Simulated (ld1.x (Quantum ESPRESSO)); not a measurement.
u(r) = r·R(r): atom against pseudo-atom (carbon (C))

Columns: radius, all-electron u(r) and pseudo u(r) of the 2p shell (level -16.91 eV) of carbon in the configuration [He] 2s2 2p1; PBEsol, scalar-relativistic, PAW scheme, ld1.x (Quantum ESPRESSO) 7.5.

| r (bohr) | all-electron | pseudo |
| --- | --- | --- |
| 0.075 | 0.0331 | 0.0104 |
| 0.150 | 0.1077 | 0.0411 |
| 0.225 | 0.1994 | 0.0900 |
| 0.300 | 0.2947 | 0.1542 |
| 0.375 | 0.3858 | 0.2298 |
| 0.450 | 0.4686 | 0.3124 |
| 0.525 | 0.5415 | 0.3973 |
| 0.600 | 0.6038 | 0.4802 |
| 0.675 | 0.6561 | 0.5570 |
| 0.750 | 0.6985 | 0.6245 |
| 0.825 | 0.7314 | 0.6806 |
| 0.900 | 0.7552 | 0.7239 |
| 0.975 | 0.7709 | 0.7543 |
| 1.050 | 0.7793 | 0.7725 |
| 1.125 | 0.7813 | 0.7800 |
| 1.200 | 0.7778 | 0.7787 |
| 1.275 | 0.7695 | 0.7706 |
| 1.350 | 0.7572 | 0.7578 |
| 1.425 | 0.7416 | 0.7417 |
| 1.500 | 0.7233 | 0.7233 |
| 1.575 | 0.7028 | 0.7028 |
| 1.650 | 0.6806 | 0.6806 |
| 1.725 | 0.6571 | 0.6571 |
| 1.800 | 0.6327 | 0.6327 |
| 1.875 | 0.6078 | 0.6078 |
| 1.950 | 0.5825 | 0.5825 |

Question: How many radial nodes do the two functions have?

Answer: The all-electron 2p function has n − l − 1 = 0; the pseudo-wave has 0.

Question: At about which radius was the pseudo-wave matched?

Answer: 1.50 bohr, where the columns begin to agree (steps of 0.07 bohr).

Question: Is the pseudo-wave norm-conserving?

Answer: No, it belongs to a PAW set: the norm inside the radius is not constrained, and the difference is carried by the augmentation charge.
